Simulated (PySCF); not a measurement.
**Trend along the alkali metals: MI molecules**

PBE0 with double-zeta basis sets in PySCF, for the lowest determinant that a PBE0 search found; no spin–orbit coupling. De refers to high-spin ground-configuration atoms. A positive dipole means M(−)I(+).

```
 M     basis  state (unpaired electrons)  Re (Å)  ωe (cm⁻¹)  De (eV)   μ (D)
Li  def2-SVP      singlet (closed shell)   2.384        500     3.70   -7.31
Na  def2-SVP      singlet (closed shell)   2.721        254     3.22   -8.99
Rb  def2-SVP      singlet (closed shell)   3.229        137     3.38  -11.82
Cs  def2-SVP      singlet (closed shell)   3.383        118     3.51  -11.84
```

Problem. The row for M = K is missing. Estimate Re, ωe and De as the mean of the rows for Na and Rb, and compare with the calculation.

Solution. The means are 2.975 Å, 196 cm⁻¹ and 3.30 eV. PBE0 in def2-SVP gives KI as a singlet (closed shell) with Re = 3.071 Å, ωe = 184 cm⁻¹, De = 3.38 eV, so the estimate is off by -9.6 pm, +7 % and -0.08 eV.

These are scalar-relativistic numbers at best; spin–orbit coupling would shift them, the dissociation energy most.
